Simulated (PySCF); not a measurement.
## Calculated NMR parameters of [SiH3]OC1=C[SiH2]C1([SiH3])[SiH3]

```
Formula                               : C3H12OSi4
SMILES                                : [SiH3]OC1=C[SiH2]C1([SiH3])[SiH3]
Point group of the computed structure : Cs
Degrees of unsaturation               : 2
Carbon signals                        : 3
Proton signals                        : 4
```

Mapped SMILES: `[SiH3:1][O:2][C:3]1=[CH:4][SiH2:5][C:6]1([SiH3:7])[SiH3:8]`. Hydrogens are named by the atom that carries them.

- GIAO PBE0/pcSseg-1 shieldings
- geometry from GFN2-xTB
- run in PySCF
- a single conformation, no relativistic terms, in vacuum, equivalent nuclei averaged

Chemical shifts δ = σref − σ; 1H (σ = 31.72 ppm), 13C (σ = 186.93 ppm), 29Si (σ = 349.16 ppm) against TMS; 17O (σ = 336.08 ppm) vs H2O, all at this level.

| carbon | δC, type | δH (multiplicity) | HMBC from (2–3 bonds) | span of the C tensor (ppm) |
| --- | --- | --- | --- | --- |
| C3 | 176.7, C | – | H(Si1), H(Si5), H(C4), H(Si7)/H(Si8) | 198 |
| C4 | 91.5, CH | 4.18 (t) | H(Si5) | 133 |
| C6 | 15.5, C | – | H(Si5), H(C4), H(Si7)/H(Si8) | 55 |

Other nuclei:
```tsv
atoms	nucleus	environment	δ (ppm)	σ (ppm)
H(Si1)	1H	hydrogen on a silicon bonded to O	5.02	26.70
H(Si5)	1H	hydrogen on a silicon bonded to 2 C, in a 4-membered ring	4.53	27.19
H(Si7)/H(Si8)	1H	hydrogen on a silicon bonded to C	4.13	27.59
Si1	29Si	silicon bonded to O, 3 H	-41.3	390.5
Si5	29Si	silicon bonded to 2 C, 2 H, in a 4-membered ring	-60.7	409.9
Si7/Si8	29Si	silicon bonded to C, 3 H	-64.3	413.4
O2	17O	oxygen bonded to C, Si	136.6	199.5
```

- Carbon types of the structure: 2 × C, 1 × CH, leaving 11 H on heteroatoms.
- δC 176.7: alkene carbon bearing oxygen; an sp2 carbon further deshielded by the attached heteroatom.
- δC 91.5: β carbon of an enol-ether or enamine type C=C; the O or N lone pair pushes π density onto this β carbon and shields it.
- δH 5.02: hydrogen on a silicon bonded to O.
- δH 4.53: hydrogen on a silicon bonded to 2 C, in a 4-membered ring.
- δH 4.18: hydrogen on a β carbon of an enol-ether or enamine type C=C; lone-pair donation from O or N shields it, upfield of ordinary alkene protons.

Shifts are as computed. Against solution values, carbons near 30 ppm lie about +3 ppm off and those near 130 ppm about +5 ppm. Of 1211 compounds with measured shifts, 218 miss one by over three times the rms of a fit or turn the order of signals round; such compounds aren't used in these exercises. Experimental scales use liquid or dissolved standards, which lie at an offset from isolated H2O (liquid H2O: subtract about 36 ppm). Multiplicities follow the n + 1 count of equivalent neighbours, as no J values were calculated; m marks all less simple cases, F and P coupling included.
